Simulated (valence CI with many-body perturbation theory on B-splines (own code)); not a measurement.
Pb⁹⁺: what each term of the Hamiltonian does

Calculated by valence CI with perturbative core correlation (CI+MBPT): five valence electrons over a frozen Dirac-Fock core [Xe] 4f14, a basis of 7 s, 7 p, 8 d, 6 f, 4 g, 1 h functions for each j, with the one-electron correlation potential Σ1 (screened to all orders), the two-electron term Σ2, the three-electron term Σ3, Breit, model QED; selected single and double excitations, second order for the rest, scaled by the run's own slope (own B-spline code, finite nucleus).

No measured levels were compared; by estimate terms of the open shell hold to 2 to 4 % of their energy, and close levels can change places. Core correlation moves these levels by up to 17000 cm⁻¹, and in measured spectra 5 to 20 % of such shifts remained as error; rates that hang on mixing are uncertain with them. Among the levels kept, up to 940 cm⁻¹ of a level comes from second order outside the variational space, and about a tenth of that is noise between levels of different J, which matters for small intervals. Only levels of the ground parity were solved; by the run's estimate the other parity begins above the list, which can be wrong where configurations are misplaced.

Each rung adds one term. CI alone is the Dirac-Coulomb CI over the frozen core; QED comes last and gives the full result, which names the levels. Energies are above (5d3/2^4 5d5/2) J=5/2 [a] on the same rung, in cm⁻¹.

Levels are named by their leading jj configuration (3d3/2^4 stands for four electrons in 3d with j = 3/2), which in mixed levels can hold well under half, so a name can repeat and another be missing. Letters in brackets count levels of one name in rising energy.

```
                      Level  CI alone
  (5d3/2^4 5d5/2) J=5/2 [b]     21312
(5d3/2^3 5d5/2^2) J=7/2 [a]     34286
(5d3/2^3 5d5/2^2) J=3/2 [a]     34660
   (5d3/2^3 5d5/2^2) J=11/2     37516
    (5d3/2^3 5d5/2^2) J=9/2     40133
    (5d3/2^3 5d5/2^2) J=5/2     39622
    (5d3/2^3 5d5/2^2) J=1/2     41624
(5d3/2^3 5d5/2^2) J=7/2 [b]     49462
(5d3/2^2 5d5/2^3) J=5/2 [a]     51046
(5d3/2^2 5d5/2^3) J=7/2 [a]     57043
   (5d3/2^2 5d5/2^3) J=11/2     59200
(5d3/2^3 5d5/2^2) J=3/2 [b]     57941
(5d3/2^2 5d5/2^3) J=1/2 [a]     59619
(5d3/2^2 5d5/2^3) J=9/2 [a]     61730
(5d3/2^2 5d5/2^3) J=3/2 [a]     62230
   (5d3/2^2 5d5/2^3) J=13/2     66113
```

(1) What do these energies become with core correlation, Breit and QED?

(2) How does the ionisation energy move along the ladder, and which term matters most?

Results:

(1) (5d3/2^4 5d5/2) J=5/2 [b] 20533 (-779); (5d3/2^3 5d5/2^2) J=7/2 [a] 33218 (-1068); (5d3/2^3 5d5/2^2) J=3/2 [a] 34576 (-84); (5d3/2^3 5d5/2^2) J=11/2 35982 (-1534); (5d3/2^3 5d5/2^2) J=9/2 38896 (-1237); (5d3/2^3 5d5/2^2) J=5/2 39234 (-388); (5d3/2^3 5d5/2^2) J=1/2 42158 (+534); (5d3/2^3 5d5/2^2) J=7/2 [b] 48451 (-1011); (5d3/2^2 5d5/2^3) J=5/2 [a] 51590 (+544); (5d3/2^2 5d5/2^3) J=7/2 [a] 56478 (-564); (5d3/2^2 5d5/2^3) J=11/2 57927 (-1273); (5d3/2^3 5d5/2^2) J=3/2 [b] 58891 (+951); (5d3/2^2 5d5/2^3) J=1/2 [a] 60490 (+870); (5d3/2^2 5d5/2^3) J=9/2 [a] 60957 (-774); (5d3/2^2 5d5/2^3) J=3/2 [a] 63721 (+1491); (5d3/2^2 5d5/2^3) J=13/2 64399 (-1714).

(2) CI alone 156.52, + Σ1 158.07, + Σ2 159.52, + Σ3 159.51, + Breit 159.55, + QED 159.55 eV. The largest step is Σ1, 1.55 eV, with Σ2 about as large (1.46). NIST lists 158 ± 2.2 eV (theoretical).
